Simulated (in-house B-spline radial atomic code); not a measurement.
How numerical settings move a run on In³⁺, [Kr] 4d10. Computed with a B-spline radial code for spherical atoms: non-relativistic PBE, spin-polarised, spherical fractional occupations, point nucleus.

Command:
```bash
python run_scf.py task.json out
```
Settings of the sound reference run:
```
Z                49
electrons        46
configuration    [Kr] 4d10
hamiltonian      nr
method           pbe,pbe
spin_polarised   True
knot_spacing     0.22
spline_order     8
gauss_points     12
box_radius       16.22
max_iterations   70
damping          0.5
damped_steps     3
diis_vectors     10
tolerance        1e-08
start            Thomas-Fermi
```

Cost of the run: 0.32 s on 1 thread of Arm Neoverse N1, on a shared host.

It converges in 10 iterations to -5740.217278 hartree, with 4d up at -48.4702 eV. The other runs change the listed settings, some to values that make no sense; their results aren't properties of the atom or ion. Radii are in bohr (the nuclear one in fm), a minus after a letter asks for a j subshell, and «unchanged» means within 1e-8 hartree. The run stops when the residual is below 10 × tolerance × max(1, Z/10), or a noise floor if that is larger, and the energy moves by less than 1e-8 × √|E| hartree; so very loose and very tight tolerances often act alike.

```tsv
changed settings	outcome
knot_spacing = 1.4, spline_order = 7, max_iterations = 60, tolerance = 1e-13, start = bare nucleus	converged in 10 iterations, energy +2.10e+02 hartree from the reference, 4d up level -1.5e+01 eV (the program warns: 2s up reaches the box edge; 2s down reaches the box edge)
knot_spacing = 0.55, gauss_points = 6, max_iterations = 50	converged in 10 iterations, energy +2.57e-01 hartree from the reference, 4d up level -1.7e-02 eV
damped_steps = 1	converged in 9 iterations, energy unchanged, 4d up level +7.6e-06 eV
electrons = 49, configuration = [Kr] 4d10 5s3, max_iterations = 100	stopped with error: shell 5s holds at most 1 electrons (per spin)
diis_vectors = 2	converged in 13 iterations, energy unchanged, 4d up level -1.7e-05 eV
diis_vectors = 20	converged in 10 iterations, energy unchanged
first_knot = 0.0612, max_iterations = 75, start = bare nucleus	converged in 11 iterations, energy +5.14e-03 hartree from the reference, 4d up level +6.8e-06 eV
knot_spacing = 0.15	converged in 10 iterations, energy -6.70e-06 hartree from the reference, 4d up level -6.5e-06 eV
damped_steps = 0	converged in 9 iterations, energy unchanged, 4d up level +7.8e-07 eV
first_knot = 0.0204, max_iterations = 50, damped_steps = 8	converged in 13 iterations, energy +4.95e-06 hartree from the reference, 4d up level +2.2e-05 eV
electrons = 47, configuration = [Kr] 4d10 5p-1, max_iterations = 75	stopped with error: j subshells need the Dirac Hamiltonian and l > 0
hamiltonian = dirac, method = hf, spin_polarised = False, nucleus = fermi, rms_radius = 4.6156, mass_number = 115, atomic_mass = 114.9039, speed_of_light = 44.11189	converged in 11 iterations to -7296.0472 hartree, a different physical problem
knot_spacing = 0.4	converged in 10 iterations, energy +1.96e-03 hartree from the reference, 4d up level +6.6e-04 eV
damped_steps = 30	converged in 19 iterations, energy unchanged, 4d up level +3.4e-06 eV
diis_vectors = 4	converged in 10 iterations, energy unchanged, 4d up level -3.6e-07 eV
spline_order = 6, first_knot = 2.04e-05, max_iterations = 75, start = bare nucleus	converged in 10 iterations, energy +5.36e-06 hartree from the reference, 4d up level +1.8e-04 eV
```

Question: What happens with knot_spacing = 0.3?

Answer: Converged in 10 iterations, energy +3.64e-05 hartree from the reference, 4d up level +3.4e-05 eV.

Question: What happens with knot_spacing = 1?

Answer: Converged in 9 iterations, energy +1.74e+01 hartree from the reference, 4d up level -1.5e+00 eV (the program warns: 3s up reaches the box edge; 3s down reaches the box edge).

Question: What happens with damped_steps = 8?

Answer: Converged in 13 iterations, energy unchanged, 4d up level +1.8e-05 eV.

Question: What happens with knot_spacing = 0.75?

Answer: Converged in 9 iterations, energy +6.40e+00 hartree from the reference, 4d up level -7.4e-01 eV (the program warns: 3s up reaches the box edge; 3s down reaches the box edge).
